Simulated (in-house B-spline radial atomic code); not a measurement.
Configurations of F⁴⁺, with energies counted from [He] 2s2 (2p1/2)1. Level of theory: Dirac-Hartree-Fock, average of each configuration as written, Fermi nucleus of rms radius 2.8976 fm; calculated with a radial B-spline atomic code at the basis-set limit. Energies include first-order Breit, QED and recoil terms.

Occupations are held fixed; configurations that lie above the ionisation limit could autoionise.

| configuration | E - E(ref) (eV) | highest orbital | its <r> (bohr) |
| --- | --- | --- | --- |
| [He] 2s2 (2p3/2)1 | 0.094845 | 2p3/2 | 0.7655 |
| [He] 2s1 (2p1/2)1 (3d5/2)1 | 87.643 | 3d5/2 | 2.005 |
| [He] 2s2 (4p3/2)1 | 90.717 | 4p3/2 | 4.169 |
| [He] 2s2 (5p3/2)1 | 99.467 | 5p3/2 | 6.76 |
| [He] 2s1 (2p1/2)1 (5f7/2)1 | 112.89 | 5f7/2 | 6.284 |
| [He] 2s1 (2p3/2)1 (5g9/2)1 | 113.02 | 5g9/2 | 5.499 |

(1) Order these further configurations by energy, lowest first.
A. [He] 2s2 (3p1/2)1
B. [He] 2s2 (6p3/2)1
C. [He] 2s2 (3d3/2)1
D. [He] 2s2 (5d5/2)1
E. [He] 2s2 6s1

(2) How far above the reference does [He] 2s1 (2p3/2)1 (6f7/2)1 lie?

(3) How far above the reference does [He] 2s2 (5f5/2)1 lie?

Answers

(1) A (70.787 eV), C (75.016 eV), D (100.23 eV), E (103.54 eV), B (104.09 eV).

(2) 117.16 eV; its least bound orbital is 6f7/2 with <r> = 9.576 bohr.

(3) 100.52 eV; its least bound orbital is 5f5/2 with <r> = 6.28 bohr.
